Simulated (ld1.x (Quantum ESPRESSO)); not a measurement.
**cadmium (Cd), TM: configuration errors across variants**

```
Element                 : Cd
Generator               : ld1.x (Quantum ESPRESSO) 7.5
Type                    : norm-conserving Troullier–Martins (Kleinman–Bylander form)
Functional              : PBE
Relativity              : scalar-relativistic
Frozen core             : [Ar] 3d10
Valence charge          : 20
Reference configuration : 4s2 4p6 4d10 5s2 5p0
Partial waves           : 4p (bound): rc 0.90 bohr; 4d (bound): rc 1.30 bohr; 4s (bound): rc 1.15 bohr
Local potential         : the s channel
Core correction         : none
```

Occupied shells without a wave of their own: 5s. They enter only through the test configuration that unscreens the potential.

All-electron excitation energies from the reference (eV): (1) 4s2 4p6 4d10 5s1 5p0 9.272; (2) 4s2 4p6 4d10 5s0 5p0 26.398; (3) 4s2 4p6 4d9 5s0 5p0 64.407; (4) 4s2 4p6 4d8 5s0 5p0 118.470; (5) 4s2 4p6 4d9 5s2 5p1 12.646; (6) 4s2 4p6 4d9 5s2 5p0 17.975; (7) 4s2 4p6 4d10 5s1 5p1 4.666.

For the base: The 5s level has no wave, so the channel is fitted at the deeper level alone: the likely source of the large errors.

On the changes marked as counting shells twice: ld1.x takes every shell without a wave as core, so the model core holds the marked electrons as well and exchange and correlation see them twice. This cancels in the reference configuration, but the file is broken for other ones, and its errors say nothing about a proper core correction.

4 further variants failed, have other tests or too few solved ones, and are left out.

The file “base” misses its own reference levels by 0.4 eV. The file “core correction a·sin(br)/r model core inside 0.84 bohr (5s counted twice)” misses its own reference levels by 0.4 eV. The file “wave 4d (bound): rc 1.30 bohr becomes 4d (bound): rc 1.04 bohr” misses its own reference levels by 0.4 eV. The file “wave 4p (bound): rc 0.90 bohr becomes 4p (bound): rc 0.94 bohr” misses its own reference levels by 0.4 eV.

Errors AE − PS in meV (a dash: test not solved or not reliable):

| change | (1) | (2) | (3) | (4) | (5) | (6) | (7) | bound ghosts |
| --- | --- | --- | --- | --- | --- | --- | --- | --- |
| base | -516 | -1291 | -1829 | -2401 | +117 | -4.7 | -365 | none |
| core correction a·sin(br)/r model core inside 0.84 bohr (5s counted twice) | -618 | -1707 | -2470 | -3271 | +88 | -38 | -390 | none |
| wave 4d (bound): rc 1.30 bohr becomes 4d (bound): rc 1.04 bohr | -516 | -1291 | -1828 | -2397 | +118 | -3.7 | -365 | none |
| wave 4p (bound): rc 0.90 bohr becomes 4p (bound): rc 0.94 bohr | -516 | -1291 | -1829 | -2401 | +116 | -4.7 | -365 | none |

Task: Give the same row for: all radii scaled by about 1.06 (s 1.22, p 0.96, d 1.38 bohr).

Result: -913, -2277, -3212, -4210, +183, -10, -662; bound ghosts: none.
